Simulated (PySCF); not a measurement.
A series of related molecules.

All values: B3LYP/def2-SVPD (PySCF) at GFN2-xTB geometries, gas phase, one conformer each. Core orbitals are frozen in the response; Δα² is half the sum of the squared differences of the principal polarisabilities.

Task: Rank by mean static polarisability, highest first.
A. `N[SiH2][SiH2]N`
B. `C=CCN[SiH2][SiH2]N`
C. `[SiH2]([SiH2]NC(C)=O)N`
D. `O=CN[SiH2][SiH2]N`

Result: B (16.47 Å³), C (14.61 Å³), D (12.91 Å³), A (10.84 Å³).

Task: Rank by HOMO energy, lowest first.
A. `N[SiH2][SiH2]NC=O`
B. `N[SiH2][SiH2]N`
C. `CCN[SiH2][SiH2]N`
D. `C=CCN[SiH2][SiH2]N`

Result: B (-7.01 eV), A (-6.81 eV), D (-6.52 eV), C (-6.35 eV).

All values together:

| SMILES | change | formula | μ (D) | HOMO (eV) | LUMO (eV) | α (Å³) | Δα (Å³) | electrons | α per electron (Å³) |
| --- | --- | --- | --- | --- | --- | --- | --- | --- | --- |
| N[SiH2][SiH2]N | parent | H8N2Si2 | 1.23 | -7.01 | -0.67 | 10.84 | 2.37 | 50 | 0.217 |
| CC(=O)N[SiH2][SiH2]N | H on N replaced by COCH3 | C2H10N2OSi2 | 2.68 | -6.90 | -0.59 | 14.61 | 3.77 | 72 | 0.203 |
| C=CCN[SiH2][SiH2]N | H on N replaced by allyl | C3H12N2Si2 | 0.62 | -6.52 | -0.72 | 16.47 | 6.95 | 72 | 0.229 |
| N[SiH2][SiH2]NC=O | H on N replaced by CHO | CH8N2OSi2 | 2.69 | -6.81 | -0.59 | 12.91 | 4.20 | 64 | 0.202 |
| CCN[SiH2][SiH2]N | H on N replaced by C2H5 | C2H12N2Si2 | 0.87 | -6.35 | -0.63 | 14.56 | 3.35 | 66 | 0.221 |

Conformers: `[NH2:1][SiH2:2][SiH2:3][NH2:4]` with H–N1–Si2–Si3 -178° and 45°, N1–Si2–Si3–N4 3°, Si2–Si3–N4–H 45° and -178°; `[CH3:1][C:2](=[O:3])[NH:4][SiH2:5][SiH2:6][NH2:7]` with C1–C2–N4–Si5 180°, C2–N4–Si5–Si6 63°, N4–Si5–Si6–N7 -24°, Si5–Si6–N7–H -38° and -176°; `[CH2:1]=[CH:2][CH2:3][NH:4][SiH2:5][SiH2:6][NH2:7]` with C1–C2–C3–N4 123°, C2–C3–N4–Si5 86°, C3–N4–Si5–Si6 178°, N4–Si5–Si6–N7 -167°, Si5–Si6–N7–H -174° and 49°; `[NH2:1][SiH2:2][SiH2:3][NH:4][CH:5]=[O:6]` with H–N1–Si2–Si3 171° and -53°, N1–Si2–Si3–N4 -173°, Si2–Si3–N4–C5 0°, Si3–N4–C5–O6 -1°; `[CH3:1][CH2:2][NH:3][SiH2:4][SiH2:5][NH2:6]` with C1–C2–N3–Si4 145°, C2–N3–Si4–Si5 -52°, N3–Si4–Si5–N6 -152°, Si4–Si5–N6–H 47° and -175°.

Task: Give the shifts from the parent, `N[SiH2][SiH2]N`.

Result: 
| SMILES | change in μ (D) | change in HOMO (eV) | change in LUMO (eV) | change in mean α (Å³) |
| --- | --- | --- | --- | --- |
| CC(=O)N[SiH2][SiH2]N | +1.45 | +0.11 | +0.08 | +3.77 |
| C=CCN[SiH2][SiH2]N | -0.61 | +0.49 | -0.05 | +5.63 |
| N[SiH2][SiH2]NC=O | +1.46 | +0.20 | +0.08 | +2.07 |
| CCN[SiH2][SiH2]N | -0.36 | +0.66 | +0.04 | +3.72 |
